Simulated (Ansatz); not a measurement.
Basis-set extrapolation for C2H10OSi3, SMILES `C=C[Si](O)([SiH3])[SiH3]` (PBE0-D4/def2-TZVP geometry, frozen core, the Gaussian-basis code of Ansatz). Multiplicity 1, RHF reference.

|  | def2-TZVPP | def2-QZVPP |
| --- | --- | --- |
| HF | -1023.336730 | -1023.370673 |
| MP2 correlation | -0.938352 | -1.006570 |
| CCSD(T) correlation | -1.055561 | not run |

Energies in hartree. Use E(X) = E(∞) + A·exp(−7.88·√X) for Hartree–Fock and E(X) = E(∞) + B·X^(−2.97) for correlation, with X = 3 and 4, and add CCSD(T) minus MP2 of the smaller set to the MP2 limit.

**Question.** What is the CCSD(T) energy at the basis-set limit?

**Answer.** HF limit: -1023.370673 + (-0.033943) × 0.13774 = -1023.37535. MP2 limit: -1.006570 + (-0.068218) × 0.74074 = -1.05710. Higher-order term: -1.055561 − (-0.938352) = -0.11721. Total: -1024.54966 hartree, 98.8 kcal/mol below CCSD(T)/def2-TZVPP.
